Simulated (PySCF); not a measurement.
Which determinant of CdB⁺ lies lowest?

Unrestricted PBE0; Cd cc-pVDZ-PP with ECP28, B cc-pVDZ; scalar-relativistic core potentials (PySCF 2.14). Outer shells of the fragments: Cd 4d10 5s2; B+ 2s2.

Followed along the bond (rough minima from three points):

```csv
2Ms+1,unpaired,⟨S²⟩ at the start,R at minimum (Å),Te (eV)
1,none,0.00,2.52,0.00
1,"σ ↓, π ↑",1.03,2.25,1.60
3,"σ ↑, π ↑",2.02,none in the scan,≤ 1.18
```

Solutions found at the starting distance of 2.315 Å, counted from the lowest of them; the search is not exhaustive and high or unbound solutions are not listed, so other states can lie among these:

```csv
2Ms+1,unpaired,term,E (eV),⟨S²⟩,⟨Lz²⟩,μ (D)
1,none,¹Σ⁺,0.00,0.00,0.00,1.72
3,"σ ↑, π ↑",³Π,1.12,2.02,1.00,0.41
1,"σ ↓, π ↑",mixed,1.53,1.03,1.00,0.34
3,σ ↑↑,³Σ⁺,1.68,2.00,0.00,4.57
3,π ↑↑,³Σ⁻,3.86,2.19,0.00,-1.58
1,π ↑↓,mixed,4.33,1.01,2.01,-1.63
1,none,mixed,5.22,0.00,2.00,-1.12
3,π ↑↑,mixed,6.97,2.03,2.01,3.29
```

A term symbol is given only where ⟨S²⟩ and ⟨Lz²⟩ are close to those of a pure state; real π, δ and φ orbitals otherwise mix terms. A positive dipole points towards B; it is taken about the centre of mass and depends on that origin.

Counting both spins, an empty level lies below a filled one in some of these solutions, because spin and occupation are held.
